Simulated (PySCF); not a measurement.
Spectrum to structure. Level of theory: TDDFT CAM-B3LYP/def2-SVPD, vertical, gas phase, core orbitals frozen in the response in PySCF 2.14.0, density-fitted response routines. Geometries: GFN2-xTB, one conformer each.

```tsv
state	E (eV)	λ (nm)	f
S1	7.88	157.4	0.0019
S2	7.93	156.3	0.0091
S3	8.22	150.9	0.016
S4	8.57	144.6	0.0053
S5	8.77	141.4	0.017
S6	8.90	139.3	0.092
S7	8.93	138.8	0.069
S8	9.05	137.1	0.026
```

Orbital energies (eV): HOMO-3 -10.66, HOMO-2 -10.51, HOMO-1 -10.39, HOMO -10.13, LUMO 1.03, LUMO+1 1.27, LUMO+2 1.52.

Question: Which structure fits? All have the formula C2H9FO2Si2.
A. `OCC[Si@H](F)O[SiH3]`
B. `CCO[Si@@H](F)O[SiH3]`
C. `CCO[SiH2]O[SiH2]F`

Answer: B. Its S1, at 7.88 eV, is the highest among the candidates; the nearest of the others has S1 at 7.45 eV. S1 is HOMO-3→LUMO (23%), HOMO-2→LUMO (23%), HOMO→LUMO (22%). Löwdin shares by element: HOMO oxygen 44% or more, carbon 20%, hydrogen 8% or more (atoms not listed hold the other 27%); LUMO silicon 48%, hydrogen 17% or more (atoms not listed hold the other 35%). At the same level the other candidates give, for their lowest levels:
- `OCC[Si@H](F)O[SiH3]`: 7.04 eV (f 0.007); 7.46 eV (f 0.002); 7.74 eV (f 0.006); 7.87 eV (f 0.004); 8.14 eV (f 0.013); T1 6.73 eV; HOMO -9.44, LUMO 0.84 eV
- `CCO[SiH2]O[SiH2]F`: 7.45 eV (f 0.002); 7.75 eV (f 0.021); 8.22 eV (f 0.010); 8.34 eV (f 0.024); 8.43 eV (f 0.003); T1 7.13 eV; HOMO -9.71, LUMO 1.11 eV

Conformer computed: `[CH3:1][CH2:2][O:3][Si@@H:4]([F:5])[O:6][SiH3:7]`: C1–C2–O3–Si4 -52°, C2–O3–Si4–F5 68°, O3–Si4–O6–Si7 -70°.
Triplets come from the Tamm–Dancoff approximation.

Without π bonds the low states are Rydberg-like; a valence basis with one diffuse set may place them up to an eV too high.
